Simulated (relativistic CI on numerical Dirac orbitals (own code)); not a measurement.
## Os⁴⁺: 5d valence photoemission

Computed with this model: Dirac-Coulomb-Breit CI, orbitals from a KLI potential per configuration, model QED (radiative potential, 1s self-energy scaled to tabulated hydrogen-like ionisation energies), multiplet model of photoemission in the sudden approximation, unscaled Slater integrals; configurations [Xe] 4f14 5d4 → [Xe] 4f14 5d3; 300 K; Lorentzian 0.3 eV and Gaussian 0.5 eV FWHM. Energies are those of the free ion, without screening or charge transfer. The energies are binding energies and can lie tens of eV above those of solids. S is read from ⟨S²⟩ = S(S + 1).

Field parameters in Wybourne normalisation: Oh B⁴₀ = 21Dq, B⁴₄ = √(5/14) B⁴₀; Td as Oh with Dq negative (B⁴₀ = 21Dq, B⁴₄ = √(5/14) B⁴₀). The field is a parameter set, without covalency.

Computed curve for free ion, scaled to 100 at the maximum (points under 2 are left out and the grid is thinned):

```csv
Energy (eV),Intensity
53.3,2.2
53.4,2.6
53.5,3.0
53.6,3.5
53.7,4.2
53.8,5.2
53.9,6.6
54.0,8.7
54.1,12.1
54.2,17.8
54.3,27.0
54.4,40.9
54.5,59.1
54.6,78.7
54.7,94.1
54.8,100.0
54.9,94.6
55.0,81.2
55.1,65.9
55.2,53.8
55.3,46.4
55.4,41.9
55.5,37.6
55.6,32.2
55.7,25.7
55.8,19.4
55.9,14.3
56.0,10.9
56.1,9.0
56.2,8.5
56.3,9.3
56.4,11.5
56.5,15.3
56.6,20.3
56.7,25.6
56.8,29.2
56.9,29.8
57.0,26.9
57.1,21.7
57.2,16.0
57.3,11.2
57.4,7.8
57.5,5.8
57.6,4.8
57.7,4.5
57.8,4.6
57.9,4.9
58.0,5.3
58.1,5.7
58.2,6.0
58.3,6.1
58.4,6.1
58.5,5.6
58.6,4.9
58.7,3.9
58.8,2.9
58.9,2.2
```

The ground state has S = 1.80, and the centroid lies at 55.44 eV.
